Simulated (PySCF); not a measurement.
CH$_{4}$OZn, charge +1, doublet, at a GFN2-xTB geometry of the parent state (such geometries of metal compounds can be far from the true shape) (a state made from the parent by changing its charge; the spin is typed, not shown lowest); PySCF with DF-R2SCAN/cc-pVDZ.

PySCF was given this input:
```python
from pyscf import gto, scf, dft

mol = gto.Mole()
mol.atom = '''
    Zn   -0.017256    0.014696    0.176109
    C    -0.169991    1.585298   -1.038686
    H    -0.894382    2.312936   -0.697578
    H    -0.478570    1.232777   -2.016775
    H     0.783222    2.088236   -1.145615
    O     0.232777   -1.667910    0.450131
    H     0.265150   -2.243340    1.207772
'''
mol.basis = 'cc-pvdz'
mol.charge = 1
mol.spin = 1
mol.verbose = 4
mol.build()

mf = dft.ROKS(mol)
mf.xc = 'r2scan'
mf = mf.density_fit(auxbasis='def2-universal-jkfit')
mf.kernel()
```

### Question
Write the output that PySCF gives for this input, abridged.

### Answer

```
PySCF version 2.14.0

[INPUT] verbose = 4
[INPUT] num. atoms = 7
[INPUT] num. electrons = 47
[INPUT] charge = 1
[INPUT] spin (= nelec alpha-beta = 2S) = 1
[INPUT] symmetry False subgroup None
[INPUT] Mole.unit = angstrom
[INPUT] Symbol           X                Y                Z      unit          X                Y                Z       unit  Magmom
[...]
nuclear repulsion = 171.680058475318
number of shells = 29
number of NR pGTOs = 202
number of NR cGTOs = 91
basis = cc-pvdz
ecp = {}

******** <class 'pyscf.df.df_jk.DFROKS'> ********
method = DFROKS
initial guess = minao
damping factor = 0
level_shift factor = 0
DIIS = <class 'pyscf.scf.diis.CDIIS'>
diis_start_cycle = 1
diis_space = 8
diis_damp = 0
SCF conv_tol = 1e-09
SCF conv_tol_grad = None
SCF max_cycles = 50
direct_scf = False
num. doubly occ = 23  num. singly occ = 1
XC library pyscf.dft.libxc version 7.1.2
    S. Lehtola, C. Steigemann, M. J. T. Oliveira, and M. A. L. Marques,  SoftwareX 7, 1–5 (2018)
XC functionals = r2scan
    J. W. Furness, A. D. Kaplan, J. Ning, J. P. Perdew, and J. Sun,  J. Phys. Chem. Lett. 11, 8208–8215 (2020)
    J. W. Furness, A. D. Kaplan, J. Ning, J. P. Perdew, and J. Sun,  J. Phys. Chem. Lett. 11, 9248–9248 (2020)
    J. W. Furness, A. D. Kaplan, J. Ning, J. P. Perdew, and J. Sun,  J. Phys. Chem. Lett. 11, 8208–8215 (2020)
    J. W. Furness, A. D. Kaplan, J. Ning, J. P. Perdew, and J. Sun,  J. Phys. Chem. Lett. 11, 9248–9248 (2020)
radial grids:
    Treutler-Ahlrichs [JCP 102, 346 (1995); DOI:10.1063/1.469408] (M4) radial grids

becke partition: Becke, JCP 88, 2547 (1988); DOI:10.1063/1.454033
pruning grids: <function nwchem_prune>
grids dens level: 3
symmetrized grids: False
atomic radii adjust function: <function treutler_atomic_radii_adjust>
small_rho_cutoff = 0
Set gradient conv threshold to 3.16228e-05
tot grids = 88072
init E= -1894.72836983044
[...]
cycle= 1 E= -1894.17709605692  delta_E= 0.551  |g|= 1.92  |ddm|= 1.98
[...]
cycle= 2 E= -1889.56988641933  delta_E= 4.61  |g|= 5.14  |ddm|=    3

WARN: HOMO -0.153161885526037 >= LUMO -0.480223129596578

cycle= 3 E= -1893.66111086633  delta_E= -4.09  |g|= 1.59  |ddm|= 3.24

WARN: HOMO -0.295130262792413 >= LUMO -0.47617399578074

cycle= 4 E= -1893.69954044837  delta_E= -0.0384  |g|= 1.45  |ddm|= 2.66
[...]
cycle= 5 E= -1894.61849758999  delta_E= -0.919  |g|= 0.629  |ddm|= 1.69
[...]
cycle= 6 E= -1894.66324088426  delta_E= -0.0447  |g|= 0.454  |ddm|= 0.231
[...]
cycle= 7 E= -1894.63712024175  delta_E= 0.0261  |g|= 0.51  |ddm|= 0.903
[...]
cycle= 8 E= -1894.68016094581  delta_E= -0.043  |g|= 0.397  |ddm|= 0.895
[...]
cycle= 9 E= -1894.66380437606  delta_E= 0.0164  |g|= 0.44  |ddm|= 0.86
[...]
cycle= 10 E= -1894.69995477606  delta_E= -0.0362  |g|= 0.329  |ddm|= 0.88
[...]
cycle= 11 E= -1894.70679276489  delta_E= -0.00684  |g|= 0.299  |ddm|= 0.0631
[...]
cycle= 12 E= -1894.69214683501  delta_E= 0.0146  |g|= 0.374  |ddm|= 0.0747
[...]
cycle= 13 E= -1894.6680607449  delta_E= 0.0241  |g|= 0.469  |ddm|= 0.0802
[...]
cycle= 14 E= -1894.69706814518  delta_E= -0.029  |g|= 0.349  |ddm|= 0.634
[...]
cycle= 15 E= -1894.69307359318  delta_E= 0.00399  |g|= 0.346  |ddm|= 0.861
[...]
cycle= 16 E= -1894.69609070529  delta_E= -0.00302  |g|= 0.325  |ddm|= 0.394
[...]
cycle= 17 E= -1894.69609617584  delta_E= -5.47e-06  |g|= 0.33  |ddm|= 0.065
[...]
cycle= 18 E= -1894.70062345552  delta_E= -0.00453  |g|= 0.303  |ddm|= 0.106
[...]
cycle= 19 E= -1894.73356610261  delta_E= -0.0329  |g|= 0.0785  |ddm|=  0.7
[...]
cycle= 20 E= -1894.73352929957  delta_E= 3.68e-05  |g|= 0.0742  |ddm|= 0.186
[...]
cycle= 21 E= -1894.70795560772  delta_E= 0.0256  |g|= 0.288  |ddm|= 0.41
[...]
cycle= 22 E= -1894.72737272525  delta_E= -0.0194  |g|= 0.154  |ddm|= 0.881
[...]
cycle= 23 E= -1894.71707758606  delta_E= 0.0103  |g|= 0.226  |ddm|= 0.134
[...]
cycle= 24 E= -1894.71161174426  delta_E= 0.00547  |g|= 0.256  |ddm|= 0.0593
[...]
cycle= 25 E= -1894.71196199783  delta_E= -0.00035  |g|= 0.254  |ddm|= 0.0042
[...]
cycle= 26 E= -1894.71768882576  delta_E= -0.00573  |g|= 0.219  |ddm|= 0.0378
[...]
cycle= 27 E= -1894.73377164485  delta_E= -0.0161  |g|= 0.0598  |ddm|= 0.194
[...]
cycle= 28 E= -1894.65055643989  delta_E= 0.0832  |g|= 0.479  |ddm|= 0.78
[...]
cycle= 29 E= -1894.64357422338  delta_E= 0.00698  |g|= 0.501  |ddm|= 0.0412
[...]
cycle= 30 E= -1894.64690452313  delta_E= -0.00333  |g|= 0.494  |ddm|= 0.162
[...]
cycle= 31 E= -1894.64533880343  delta_E= 0.00157  |g|= 0.499  |ddm|= 0.241
[...]
cycle= 32 E= -1894.65058243112  delta_E= -0.00524  |g|= 0.487  |ddm|= 0.307
[...]
cycle= 33 E= -1894.65564484377  delta_E= -0.00506  |g|= 0.468  |ddm|= 0.0414
[...]
cycle= 34 E= -1894.65406954492  delta_E= 0.00158  |g|= 0.472  |ddm|= 0.0238
[...]
cycle= 35 E= -1894.65782524132  delta_E= -0.00376  |g|= 0.462  |ddm|= 0.0398
[...]
cycle= 36 E= -1894.71476898595  delta_E= -0.0569  |g|= 0.147  |ddm|= 0.511
[...]
cycle= 37 E= -1894.61966879797  delta_E= 0.0951  |g|= 0.607  |ddm|= 0.909

WARN: HOMO -0.267163021759607 >= LUMO -0.513042405110411

cycle= 38 E= -1894.09083550903  delta_E= 0.529  |g|= 0.896  |ddm|= 1.58
[...]
cycle= 39 E= -1894.63880853158  delta_E= -0.548  |g|= 0.546  |ddm|= 1.59
[...]
cycle= 40 E= -1894.65350933115  delta_E= -0.0147  |g|= 0.494  |ddm|= 0.0746
[...]
cycle= 41 E= -1894.68239657929  delta_E= -0.0289  |g|= 0.383  |ddm|= 0.144
[...]
cycle= 42 E= -1894.72393835614  delta_E= -0.0415  |g|= 0.192  |ddm|= 0.764
[...]
cycle= 43 E= -1894.68696187333  delta_E= 0.037  |g|= 0.367  |ddm|= 0.297
[...]
cycle= 44 E= -1894.68086160643  delta_E= 0.0061  |g|= 0.393  |ddm|= 0.024
[...]
cycle= 45 E= -1894.66949188167  delta_E= 0.0114  |g|= 0.428  |ddm|= 0.479
[...]
cycle= 46 E= -1894.71520920605  delta_E= -0.0457  |g|= 0.241  |ddm|= 0.628
[...]
cycle= 47 E= -1894.71539383237  delta_E= -0.000185  |g|= 0.235  |ddm|= 0.032
[...]
cycle= 48 E= -1894.71125421944  delta_E= 0.00414  |g|= 0.259  |ddm|= 0.0275
[...]
cycle= 49 E= -1894.71403301275  delta_E= -0.00278  |g|= 0.238  |ddm|= 0.0229
[...]
cycle= 50 E= -1894.73434905902  delta_E= -0.0203  |g|= 0.0293  |ddm|= 0.19
SCF not converged.
SCF energy = -1894.73434905902
```

Convergence was not reached.
